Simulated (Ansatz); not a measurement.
Scan of CH₃ (anion, charge -1), singlet: map of symmetric stretch and umbrella angle. Scanned: C-H bond length and angle between the C-H bonds and the threefold axis (90 = planar).

Cartesian coordinates as functions of the variables (Å; names that start with a are angles):
```
C  0  0  0
H  r*sin(a)*cos(0*2*pi/3+0)  r*sin(a)*sin(0*2*pi/3+0)  0+r*cos(a)
H  r*sin(a)*cos(1*2*pi/3+0)  r*sin(a)*sin(1*2*pi/3+0)  0+r*cos(a)
H  r*sin(a)*cos(2*2*pi/3+0)  r*sin(a)*sin(2*2*pi/3+0)  0+r*cos(a)
```

Method: MP2 on RHF/aug-cc-pVTZ, frozen core in Ansatz (a quantum-chemistry and plane-wave program).

Energy in kJ/mol above the lowest grid point; x is the C-H bond length (Å), y the angle between the C-H bonds and the threefold axis (90 = planar) (°).

```
y \ x    0.97   1.04  1.08  1.14  1.19  1.23   1.29   1.34   1.38
------  -----  -----  ----  ----  ----  ----  -----  -----  -----
130     226.0  118.6  87.3  70.4  77.1  92.6  128.5  166.6  201.0
127.20  194.1   91.3  62.5  49.2  58.7  76.5  115.3  155.7  191.7
123.20  158.3   61.2  35.7  27.1  40.5  61.0  103.9  147.3  185.4
119.20  132.1   40.1  17.5  13.3  30.2  53.5  100.2  146.4  186.6
115.20  113.8   26.4   6.5   6.4  26.6  52.6  103.0  152.1  194.4
111.20  101.8   18.6   1.2   4.8  28.3  56.8  110.9  163.1  207.6
107.20   94.8   15.2   0.0   7.1  33.6  64.5  122.4  177.7  224.7
103.20   91.4   14.9   1.5  11.7  40.8  74.0  135.5  193.9  243.4
99.20    90.2   16.1   4.3  16.8  48.1  83.2  147.9  209.2  261.3
95.20    90.1   17.6   6.8  21.1  53.9  90.4  157.3  220.9  275.0
90       90.3   18.6   8.2  23.3  57.0  94.1  162.2  227.0  282.3
```

Points that lie below all their neighbours on the grid: x = 1.08, y = 107.20 (0.0 kJ/mol).
